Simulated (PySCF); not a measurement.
**Correlation energy of Cl+ (chlorine, charge +1)**

[Ne] 3s1 3p5, high-spin 3P determinant (an excited configuration). Computed with PySCF 2.14 in dyall-av3z, with no relativity, point nucleus. Frozen: [Ne]; 6 electrons correlated; the 23 highest virtual orbitals of each spin left out.

MP2 pair energies summed by pair of shells (mhartree):

```json
{"pair": "3p-3p", "energy": "-155.64", "share (%)": "89.2"}
{"pair": "3s-3p", "energy": "-18.78", "share (%)": "10.8"}
```

Total MP2 correlation energy: -174.42 mhartree.

Same-spin part -33.38 and opposite-spin part -141.04 mhartree; SCS-MP2 scales them by 1/3 and 6/5 to -180.38 mhartree.
